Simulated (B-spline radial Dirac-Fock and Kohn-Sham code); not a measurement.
Method: Dirac-Fock energy differences between relaxed states, corrected for Breit and QED terms. Computed with a B-spline atomic structure program. Free neutral atoms.

Q: Order these X-ray lines by photon energy, lowest first.
A. Sm Lβ7
B. Sm Lℓ
C. Cs Lβ3
D. In Lγ5
E. Co Kα2
F. Nd Lη

A: D (3808.4 eV), C (4719.6 eV), B (4987.6 eV), F (5143.5 eV), A (6668.9 eV), E (6913.9 eV).
